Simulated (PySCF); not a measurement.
Compound: cyclo-(F2SiO)2.
Structure used (PBE0-D3(BJ)/def2-SVP), in Å, numbered top down from 1:
```xyz
8
F4O2Si2 angstrom
Si    -0.3414   -0.8890   -0.7109
F     -1.8141   -1.1238   -1.2564
F      0.5610   -2.0618   -1.2860
O      0.2615    0.6517   -0.9660
Si     0.3748    0.8682    0.6898
F     -0.5207    2.0447    1.2691
F      1.8504    1.0952    1.2311
O     -0.2333   -0.6708    0.9455
```

The calculation used TDDFT CAM-B3LYP/def2-SVPD, vertical, gas phase, core orbitals frozen in the response (PySCF).

Computed states:

```json
{"state": "S1", "E (eV)": "8.39", "f": "0.0000"}
{"state": "S2", "E (eV)": "8.57", "f": "0.046"}
{"state": "S3", "E (eV)": "9.49", "f": "0.047"}
{"state": "S4", "E (eV)": "10.32", "f": "0.0000"}
{"state": "S5", "E (eV)": "10.33", "f": "0.0000"}
{"state": "S6", "E (eV)": "10.45", "f": "0.0000"}
{"state": "S7", "E (eV)": "10.47", "f": "0.015"}
{"state": "S8", "E (eV)": "10.50", "f": "0.0000"}
{"state": "S9", "E (eV)": "10.79", "f": "0.0000"}
{"state": "S10", "E (eV)": "11.01", "f": "0.0000"}
```

Each state is given a Gaussian of 0.3 eV full width at half maximum, with ε(max) = 2.175×10⁸ f / Δν̃ (Δν̃ the width in cm⁻¹). The width is an assumption, not a result. The curve ends short of the highest state used, and states not computed would add to its high-energy end.

(1) What does the envelope look like, and where are its maxima?

(2) Coming from long wavelengths, where does ε first pass 100 L mol⁻¹ cm⁻¹?

## Answers

(1) 
```tsv
λ (nm)	ε (L mol⁻¹ cm⁻¹)
119.1	1166
120.4	514
121.6	126
122.9	14
124.2	3
125.5	43
126.8	349
128.0	1341
129.3	3175
130.6	4192
131.9	3193
133.1	1566
134.4	452
135.7	82
137.0	13
138.2	29
139.5	178
140.8	728
142.1	1933
143.4	3421
144.6	4113
145.9	3531
147.2	2142
148.5	935
149.7	330
151.0	80
152.3	15
153.6	2
154.9	0
156.1	0
```

Maxima: 145 nm (8.57 eV), ε about 4100, made up of S2 (100%); 131 nm (9.49 eV), ε about 4200, made up of S3 (100%) (ε in L mol⁻¹ cm⁻¹; maxima over ε = 5, shares over 10%). At its high-energy end, 10.41 eV, the curve is still rising (ε about 1200, from S7).

(2) At about 151 nm (8.22 eV), 0.17 eV below S1.

One conformer stands for the species.
